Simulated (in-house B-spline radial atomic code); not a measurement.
PBE hybrid excitations of the manganese ion Mn⁷⁺

Method: PBE hybrid with 0.1 exact exchange. Computed with an all-electron radial atomic-structure program (B-spline basis): linear response of the closed shell [Ne] 3s2 3p6 with the functional's adiabatic kernel; scalar-relativistic (spin-free one-electron X2C), finite nucleus, no spin-orbit coupling, no double excitations, S, P, D and F terms only. Only terms of natural parity with L up to 3 were computed.

Command:
```bash
python run_td.py task.json out
```
Settings (radii: box in bohr, nucleus in fm):
```
Z                        25
electrons                18
configuration            [Ne] 3s2 3p6
hamiltonian              x2c
method                   pbeh
box_radius               12.81
exact_exchange_fraction  0.1
rms_radius               3.7057
intervals                70
```

Time taken, with all properties: 0.6 s on 1 thread of Intel(R) Xeon(R) Platinum 8488C (Sapphire Rapids), with other jobs on the host.

The lowest states, in the order of their Tamm-Dancoff energies; the method's threshold (minus the highest occupied level) is 184.36 eV. Labels give the largest channel, * marks a mixed state, and oscillator strengths are full-response dipole values. Semilocal kernels can invert the small singlet-triplet splittings of Rydberg terms. Energies in eV:

| state | full response | Tamm-Dancoff | oscillator strength |
| --- | --- | --- | --- |
| 3p → 3d 3P | 46.98 | 47.14 | - |
| 3p → 3d 3F | ? | ? | - |
| 3p → 3d 1F | 52.06 | 52.07 | - |
| 3p → 3d 1P | ? | ? | ? |
| 3s → 3d 3D | 82.26 | 82.33 | - |
| 3s → 3d 1D | 87.55 | 87.68 | - |
| 3p → 4s 3P | 97.45 | 97.47 | - |
| 3p → 4s 1P | 98.47 | 98.51 | 0.296 |
| 3p → 4p 3S | 106.89 | 106.92 | - |
| 3p → 4p 3D | 107.84 | 107.85 | - |
| 3p → 4p 1D | 108.52 | 108.53 | - |
| 3p → 4p 1S | 112.77 | 113.06 | - |
| 3p → 4d 3P | 123.25 | 123.26 | - |
| 3p → 4d 3F | 123.48 | 123.50 | - |
| 3p → 4d 1F | 123.89 | 123.89 | - |
| 3p → 4d 1P | 124.70 | 124.78 | 0.338 |

(1) Where does 3p → 3d 3F lie?

(2) Where does 3p → 3d 1P lie?

(3) How large is the singlet-triplet splitting of 3p → 3d (F terms) in Tamm-Dancoff?

(4) What polarisabilities and dispersion coefficient does the method give?

Results:

(1) At 47.57 eV in full response, 47.78 eV in Tamm-Dancoff.

(2) At 66.78 eV in full response, 69.67 eV in Tamm-Dancoff, oscillator strength 3.17.

(3) 4.3 eV, from the unrounded values.

(4) Dipole 0.6257 bohr³, quadrupole 0.4576 bohr⁵, C6 0.8294 hartree·bohr⁶ for two such species.
